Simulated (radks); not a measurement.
Results of a calculation; reference values are marked as such.
Ionisation of the tungsten ion W3+, [Xe] 4f14 5d3, to W4+, [Xe] 4f14 5d2, under several functionals. Scalar-relativistic Kohn-Sham, spin-polarised, spherical densities, finite nucleus; open shells are filled with parallel spins first (spin-orbit coupling, left out, can overturn this in heavy ions); a radial shooting solver on a logarithmic mesh with Libxc functionals.

| functional | E(W3+) (hartree) | Exc (hartree) | IE (eV) | -e(HOMO) (eV) | <r> HOMO (bohr) | IE error (eV) |
|---|---|---|---|---|---|---|
| r2SCAN | -16139.9876 | -322.5245 | 38.175 | 32.217 | 1.735 | -0.025 |
| exchange-only r2SCAN | -16135.6269 | -318.1083 | 37.160 | 31.261 | 1.749 | -1.040 |
| LDA (Slater exchange, VWN5 correlation) | -16128.8005 | -312.5217 | 38.341 | 32.311 | 1.750 | +0.141 |
| revPBE | -16138.5820 | -322.3042 | 38.062 | 32.055 | 1.746 | -0.138 |
| AM05 | -16129.1714 | -312.9043 | 38.136 | 32.121 | 1.745 | -0.064 |
| exchange-only PBE | -16133.9136 | -317.5689 | 37.176 | 31.219 | 1.772 | -1.024 |
| PBE | -16138.2193 | -321.9350 | 38.130 | 32.118 | 1.749 | -0.070 |
| exchange-only LDA | -16121.2878 | -304.9308 | 37.115 | 31.161 | 1.770 | -1.085 |
| TASK exchange with Perdew-Wang LDA correlation | -16137.9194 | -319.9556 | 37.971 | 32.088 | 1.701 | -0.229 |

NIST Atomic Spectra Database: 38.2 eV (semi-empirical). Closest: r2SCAN. The Delta-SCF values span 1.23 eV, the total energies 18.70 hartree. The highest occupied level is 5d. Open shells are spherical and high-spin; term and fine-structure splittings are not resolved. Spin-orbit splitting is averaged out at the scalar-relativistic level.
